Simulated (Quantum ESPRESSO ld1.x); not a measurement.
The numbers below are computed, except where a source is named.
One sound ld1.x (Quantum ESPRESSO 7.5) input for neutral thulium gives E = -13559.033 hartree in 35 iterations:

```
 &input
    zed=69.0,
    iswitch=1,
    rel=1,
    lsd=1,
    dft='PW',
    config='[Xe] 4f13 6s2',
    prefix='ld1',
    max_out_wfc=37,
    file_charge='ld1.rho',
 /
```

Changed or added lines, one case at a time, and what came of them:

- dx=0.002: refused. The program stops in do_mesh with "ndmx is too small": the mesh holds 3500 points at most, so dx, xmin and rmax must fit that.
- isic=1 latt=1: refused. The program stops in ld1_readin with "isic and latter correction not allowed": the two corrections exclude each other.
- noscf=.true.: refused. The program stops in ld1_readin with "hydrogenic levels available only with lsd=0": noscf gives hydrogenic levels and needs lsd = 0.
- config='[Xe] 4f13 6s2 7d-1': harmless. A negative occupation marks a state as unused; the result equals that of the sound run.
- beta=1.5: harmless. The Broyden-type mixing copes: 43 iterations against 35, same energy.
- iswitch=5: refused. The program stops in ld1_readin with "wrong iswitch": iswitch takes 1 to 4.
- rel=4: refused. The program stops in ld1_readin with "wrong rel": rel takes 0, 1 or 2.
